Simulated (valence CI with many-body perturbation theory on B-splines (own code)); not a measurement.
**Forbidden lines of Eu XXIII**

Calculated by valence CI with perturbative core correlation (CI+MBPT): five valence electrons over a frozen Dirac-Fock core [Kr], a basis of 7 s, 7 p, 8 d, 6 f, 4 g, 1 h functions for each j, with the one-electron correlation potential Σ1 (screened to all orders), the two-electron term Σ2, the three-electron term Σ3, Breit, model QED; selected single and double excitations, second order for the rest, scaled by the run's own slope (own B-spline code, finite nucleus).

No measured levels were compared; by estimate terms of the open shell hold to 2 to 4 % of their energy, and close levels can change places. Among the levels kept, up to 450 cm⁻¹ of a level comes from second order outside the variational space, and about a tenth of that is noise between levels of different J, which matters for small intervals. The list stops below the first excitations out of the core.

Lines 51 to 100 of 120 in falling wavelength, among levels below 729240 cm⁻¹, chosen from the decays that carry over 1 % of a level's rate. Wavelengths and rates use the calculated energies, so an error of 2000 cm⁻¹ moves a line at 1814 Å by 3.6 % and its rate by three times that or more. Weak lines are less certain than strong ones. Lines between different terms over intervals too small for the method are left out, as are lines whose strength nearly cancels. Branching is blank where the lifetime is uncertain.

Levels are named by their leading jj configuration (3d3/2^4 stands for four electrons in 3d with j = 3/2), which in mixed levels can hold well under half, so a name can repeat and another be missing. Letters in brackets count levels of one name in rising energy.

| λ vac (Å) | Upper | Lower | Type | A (s⁻¹) | Branch % |
| --- | --- | --- | --- | --- | --- |
| 1814 | (4d3/2 4d5/2^4) J=5/2 [a] | (4d3/2^2 4d5/2^3) J=7/2 [a] | M1 | 1.51e+03 | 13.6 |
| 1776 | (4d3/2^2 4d5/2^3) J=5/2 [c] | (4d3/2^3 4d5/2^2) J=7/2 [b] | M1 | 7.39e+02 | 15.4 |
| 1769 | (4d3/2^2 4d5/2^3) J=13/2 | (4d3/2^3 4d5/2^2) J=11/2 | M1 | 3.43e+02 | 96.2 |
| 1766 | (4d3/2^2 4d5/2^3) J=3/2 [b] | (4d3/2^2 4d5/2^3) J=5/2 [a] | M1 | 4.72e+02 | 24.1 |
| 1708 | (4d3/2^2 4d5/2^3) J=3/2 [a] | (4d3/2^3 4d5/2^2) J=3/2 [a] | M1 | 2.93e+03 | 42.5 |
| 1680 | (4d3/2^2 4d5/2^3) J=9/2 [c] | (4d3/2^2 4d5/2^3) J=9/2 [a] | M1 | 2.89e+01 | 1.2 |
| 1625 | (4d3/2^2 4d5/2^3) J=5/2 [a] | (4d3/2^3 4d5/2^2) J=5/2 [a] | M1 | 3.07e+03 | 63.2 |
| 1582 | (4d3/2^2 4d5/2^3) J=7/2 [c] | (4d3/2^2 4d5/2^3) J=5/2 [a] | M1 | 2.44e+02 | 7.2 |
| 1580 | (4d3/2 4d5/2^4) J=11/2 | (4d3/2^2 4d5/2^3) J=13/2 | M1 | 9.33e+02 |  |
| 1575 | (4d3/2 4d5/2^4) J=3/2 [a] | (4d3/2^2 4d5/2^3) J=5/2 [b] | M1 | 1.40e+03 | 13.8 |
| 1574 | (4d3/2^2 4d5/2^3) J=5/2 [b] | (4d3/2^3 4d5/2^2) J=3/2 [a] | M1 | 4.23e+02 | 11.6 |
| 1573 | (4d3/2 4d5/2^4) J=7/2 [a] | (4d3/2^2 4d5/2^3) J=9/2 [a] | M1 | 2.60e+03 | 34.5 |
| 1551 | (4d3/2^3 4d5/2^2) J=7/2 [a] | (4d3/2^4 4d5/2) J=5/2 | M1 | 6.56e+02 | 71.4 |
| 1546 | (4d3/2 4d5/2^4) J=5/2 [a] | (4d3/2^2 4d5/2^3) J=5/2 [a] | M1 | 4.89e+03 | 44.1 |
| 1538 | (4d3/2^2 4d5/2^3) J=9/2 [c] | (4d3/2^2 4d5/2^3) J=11/2 | M1 | 2.17e+02 | 9.4 |
| 1513 | (4d3/2^2 4d5/2^3) J=5/2 [b] | (4d3/2^3 4d5/2^2) J=7/2 [a] | M1 | 7.39e+02 | 20.3 |
| 1493 | (4d3/2^3 4d5/2^2) J=3/2 [a] | (4d3/2^4 4d5/2) J=5/2 | M1 | 3.46e+03 | 96.6 |
| 1461 | (4d3/2^2 4d5/2^3) J=9/2 [b] | (4d3/2^3 4d5/2^2) J=9/2 | M1 | 2.71e+03 | 53.4 |
| 1460 | (4d3/2 4d5/2^4) J=3/2 [a] | (4d3/2^2 4d5/2^3) J=3/2 [a] | M1 | 3.34e+03 | 33.0 |
| 1431 | (4d3/2 4d5/2^4) J=11/2 | (4d3/2^2 4d5/2^3) J=9/2 [a] | M1 | 1.05e+03 |  |
| 1417 | (4d3/2^2 4d5/2^3) J=7/2 [c] | (4d3/2^3 4d5/2^2) J=7/2 [b] | M1 | 1.13e+03 | 33.1 |
| 1415 | (4d3/2^2 4d5/2^3) J=7/2 [b] | (4d3/2^3 4d5/2^2) J=5/2 [b] | M1 | 4.11e+01 | 3.5 |
| 1406 | (4d3/2^2 4d5/2^3) J=7/2 [a] | (4d3/2^3 4d5/2^2) J=5/2 [a] | M1 | 2.84e+02 | 14.1 |
| 1389 | (4d3/2^2 4d5/2^3) J=7/2 [b] | (4d3/2^3 4d5/2^2) J=9/2 | M1 | 6.06e+02 | 51.0 |
| 1388 | (4d3/2 4d5/2^4) J=5/2 [a] | (4d3/2^3 4d5/2^2) J=7/2 [b] | M1 | 5.35e+02 | 4.8 |
| 1384 | (4d3/2 4d5/2^4) J=7/2 [a] | (4d3/2^2 4d5/2^3) J=7/2 [a] | M1 | 2.09e+03 | 27.7 |
| 1346 | (4d3/2 4d5/2^4) J=3/2 [a] | (4d3/2^2 4d5/2^3) J=1/2 [a] | M1 | 3.49e+03 | 34.5 |
| 1340 | (4d3/2^2 4d5/2^3) J=9/2 [b] | (4d3/2^3 4d5/2^2) J=11/2 | M1 | 9.62e+02 | 18.9 |
| 1330 | (4d3/2^3 4d5/2^2) J=3/2 [b] | (4d3/2^3 4d5/2^2) J=5/2 [a] | M1 | 2.65e+02 | 24.5 |
| 1326 | (4d3/2 4d5/2^4) J=11/2 | (4d3/2^2 4d5/2^3) J=11/2 | M1 | 4.23e+03 |  |
| 1323 | (4d3/2^2 4d5/2^3) J=3/2 [b] | (4d3/2^3 4d5/2^2) J=1/2 | M1 | 3.33e+02 | 17.0 |
| 1299 | (4d3/2^3 4d5/2^2) J=5/2 [b] | (4d3/2^4 4d5/2) J=5/2 | M1 | 1.34e+02 | 8.8 |
| 1257 | (4d3/2^2 4d5/2^3) J=9/2 [b] | (4d3/2^3 4d5/2^2) J=7/2 [a] | M1 | 9.50e+02 | 18.7 |
| 1238 | (4d3/2^2 4d5/2^3) J=3/2 [b] | (4d3/2^3 4d5/2^2) J=5/2 [b] | M1 | 1.90e+02 | 9.7 |
| 1222 | (4d3/2 4d5/2^4) J=7/2 [a] | (4d3/2^2 4d5/2^3) J=5/2 [a] | M1 | 2.28e+02 | 3.0 |
| 1206 | (4d3/2^2 4d5/2^3) J=1/2 [b] | (4d3/2^3 4d5/2^2) J=1/2 | M1 | 1.23e+03 | 25.8 |
| 1204 | (4d3/2^2 4d5/2^3) J=5/2 [c] | (4d3/2^3 4d5/2^2) J=3/2 [a] | M1 | 6.14e+02 | 12.8 |
| 1203 | (4d3/2^2 4d5/2^3) J=7/2 [b] | (4d3/2^3 4d5/2^2) J=7/2 [a] | M1 | 3.38e+01 | 2.8 |
| 1175 | (4d3/2^2 4d5/2^3) J=9/2 [c] | (4d3/2^3 4d5/2^2) J=7/2 [b] | M1 | 1.12e+03 | 48.3 |
| 1169 | (4d3/2^2 4d5/2^3) J=5/2 [c] | (4d3/2^3 4d5/2^2) J=7/2 [a] | M1 | 2.11e+03 | 44.0 |
| 1163 | (4d3/2^2 4d5/2^3) J=3/2 [a] | (4d3/2^3 4d5/2^2) J=5/2 [a] | M1 | 2.26e+03 | 32.9 |
| 1145 | (4d3/2^2 4d5/2^3) J=7/2 [c] | (4d3/2^3 4d5/2^2) J=5/2 [b] | M1 | 4.61e+02 | 13.5 |
| 1128 | (4d3/2^2 4d5/2^3) J=7/2 [c] | (4d3/2^3 4d5/2^2) J=9/2 | M1 | 1.43e+03 | 42.0 |
| 1126 | (4d3/2 4d5/2^4) J=5/2 [a] | (4d3/2^3 4d5/2^2) J=5/2 [b] | M1 | 2.64e+03 | 23.8 |
| 1121 | (4d3/2 4d5/2^4) J=7/2 [a] | (4d3/2^3 4d5/2^2) J=7/2 [b] | M1 | 4.57e+02 | 6.0 |
| 1102 | (4d3/2^2 4d5/2^3) J=3/2 [b] | (4d3/2^3 4d5/2^2) J=3/2 [a] | M1 | 5.97e+02 | 30.5 |
| 1099 | (4d3/2^2 4d5/2^3) J=5/2 [b] | (4d3/2^3 4d5/2^2) J=5/2 [a] | M1 | 7.67e+01 | 2.1 |
| 1076 | (4d3/2 4d5/2^4) J=3/2 [a] | (4d3/2^2 4d5/2^3) J=5/2 [a] | M1 | 5.89e+02 | 5.8 |
| 1067 | (4d3/2^3 4d5/2^2) J=7/2 [b] | (4d3/2^4 4d5/2) J=5/2 | M1 | 1.94e+02 | 47.3 |
| 1020 | (4d3/2^2 4d5/2^3) J=1/2 [b] | (4d3/2^3 4d5/2^2) J=3/2 [a] | M1 | 3.14e+03 | 65.6 |
